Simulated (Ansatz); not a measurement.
Question: Name a neutral molecule of B, Cl, O, S and H with HOMO energy (ωB97M-V/def2-TZVPP) between -11.00 and -10.70 eV and size of the dipole moment (PBE/def2-TZVPP) between 1.40 and 1.70 D (Ansatz, PBE0-D4/def2-TZVP geometry).

Answer: `BSB(O)Cl` (-10.80 eV, 1.58 D). Other molecules can fit too; these were computed, each in one conformer that needn't be the lowest.
